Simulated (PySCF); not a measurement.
[Nd(H2O)2]3+: from a saddle point downhill

PySCF 2.14.0, RKS PBE0, Nd lcecp-1-SVP with ECP49, O def2-SVP, H def2-SVP; non-relativistic Hamiltonian with scalar-relativistic core potentials where named; density fitting; no spin-orbit coupling. Relaxed within the symmetry of its start, the geometry (D2d) is

```xyz
7

Nd    0.0000    0.0000    0.0000
O     0.0000    0.0000    2.3255
H     0.5452    0.5452    2.9491
H    -0.5452   -0.5452    2.9491
O     0.0000    0.0000   -2.3255
H     0.5452   -0.5452   -2.9491
H    -0.5452    0.5452   -2.9491
```

and its lowest harmonic modes are -67, -67, 152, 404, 406, 634 cm⁻¹ (negative: unstable). It was moved along the lowest mode and relaxed again.

(1) Where does it end, and how much lower?

(2) How do the contacts change?

(3) Is the end a minimum?

An lcecp potential fixes the number of 4f electrons, so in runs with it no electron can move into or out of that shell.

State: singlet in the valence, with the 4f electrons in the core potential.

Answers

(1) In C1, 0.218 eV lower, after 25 steps:
```xyz
7

Nd   -0.3884   -1.0638   -0.0144
O     0.0121    0.1557    1.8743
H     0.4682    1.0313    1.9735
H    -0.2176   -0.0765    2.8122
O     0.1063    0.1709   -1.8723
H     0.6336   -0.1056   -2.6675
H    -0.1733    1.0942   -2.1059
```

(2) 
```
     contact  saddle (Å)  end (Å)
Nd1–O2 (H2O)       2.325    2.284
Nd1–O5 (H2O)       2.325    2.285
```


(3) Yes, as far as the noise of the softest modes lets one tell (those above −25 cm⁻¹ count as noise); lowest modes 26, 73, 122, 423, 426, 638 cm⁻¹.
